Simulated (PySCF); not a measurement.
# How methods differ on the ionisation energy of Rh

Rh [Kr] 4d8 5s1 (4F) → Rh⁺ [Kr] 4d8 (3F), as a difference of total energies. Calculation: PySCF 2.14, in x2c-TZVPall (8s6p6d1f, 63 functions); scalar relativity by spin-free X2C-1e. Correlated levels: valence: [Kr] frozen. The calculations carry no spin-orbit coupling.

| method | ionisation energy (eV) | error (eV) |
| --- | --- | --- |
| UHF | 6.313 | -1.166 |
| BP86 | 7.994 | +0.515 |
| LDA | 8.120 | +0.641 |
| MP2 (valence) | 6.970 | -0.509 |
| SCS-MP2 (valence) | 6.808 | -0.671 |

Reference: 7.479 eV (measured; NIST levels, between the centres of gravity of the two terms).

Errors of the correlated levels include the incompleteness of this basis and the frozen core.
